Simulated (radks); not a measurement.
Task: These are the eigenvalues of the occupied orbitals of an atom or ion with whole-number occupations (Ry). Method: scalar-relativistic Kohn-Sham, LDA (Slater exchange, Perdew-Wang correlation), spin-polarised, spherical densities, point nucleus; computed with a radial shooting solver on a logarithmic mesh with Libxc functionals.

1s: -1947.231
2s: -289.1566
2p: -259.6245
3s: -53.85583
3p: -44.16782
3d: -28.95831
4s: -7.77944
4p: -4.92359
4d: -0.87453
5s: -0.43769

Which element is it, and in what charge state? The configuration may be excited. Open shells, if any, are filled with parallel spins first.

Result: Z = 48, cadmium, charge 0: Cd in [Kr] 4d10 5s2. The list shows which subshells hold electrons but not how many an open one holds; the 1s level, -973.62 hartree, gives Z - s = 44.1 by -(Z - s)^2/2, which with screening and relativity narrows Z to a few neighbours, and the depths of the outer levels then fix element, charge and occupations together.
